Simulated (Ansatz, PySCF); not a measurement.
Energy difference R1 + 3 R2 → 2 P1, each structure at its B3LYP-D3(BJ)/def2-TZVP stationary point, reached from a drawn start (curvature not checked).
R1: N2 (SMILES N#N), charge 0, multiplicity 1.
R2, H2 (SMILES [H][H]) (charge 0, multiplicity 1):
| atom | x (Å) | y (Å) | z (Å) |
|---|---|---|---|
| H | 0.0000 | 0.0000 | 0.3720 |
| H | 0.0000 | 0.0000 | -0.3720 |
P1, NH3 (SMILES N) (charge 0, multiplicity 1):
```xyz
4

N      0.000     0.000     0.279
H      0.000     0.943    -0.093
H      0.817    -0.471    -0.093
H     -0.817    -0.471    -0.093
```

| level | reaction energy (kJ/mol) | minus CCSD(T)/cc-pVQZ |
|---|---|---|
| HF/cc-pVQZ | -140.2 | 18.4 |
| SVWN5/def2-TZVPP | -277.1 | -118.5 |
| PBE-D3(BJ)/def2-TZVPP | -189.2 | -30.6 |
| BLYP/def2-TZVPP | -138.7 | 19.9 |
| BLYP-D4/def2-TZVPP | -140.3 | 18.3 |
| revPBE-D4/def2-TZVPP | -154.9 | 3.7 |
| r2SCAN-D4/def2-TZVPP | -186.8 | -28.2 |
| B3LYP-D4/def2-TZVPP | -169.0 | -10.4 |
| PBE0-D3(BJ)/def2-TZVPP | -210.9 | -52.3 |
| PBE0-D4/def2-TZVPP | -209.8 | -51.2 |
| BHLYP-D3(BJ)/def2-TZVPP | -193.0 | -34.4 |
| BHLYP-D4/def2-TZVPP | -191.3 | -32.7 |
| CAM-B3LYP-D4/def2-TZVPP | -187.0 | -28.4 |
| wB97M-V/def2-TZVPP | -175.4 | -16.8 |
| B2PLYP-D4/def2-TZVPP | -158.9 | -0.3 |
| MP2/cc-pVDZ | -102.4 | 56.2 |
| MP2/cc-pVTZ | -145.3 | 13.2 |
| SCS-MP2/cc-pVDZ | -88.2 | 70.4 |
| CCSD/cc-pVTZ | -153.7 | 4.9 |
| CCSD(T)/cc-pVQZ | -158.6 | 0.0 |

 The comparison column counts from a level with limits of its own.

P less R. No zero-point or thermal terms.

Correlated levels freeze the cores.

Codes used: Ansatz (Gaussian basis) for Hartree–Fock, density functionals and correlated methods; PySCF for the D3/D4 terms. No computed number here is a measurement.

Ansatz is a program for electronic structure.
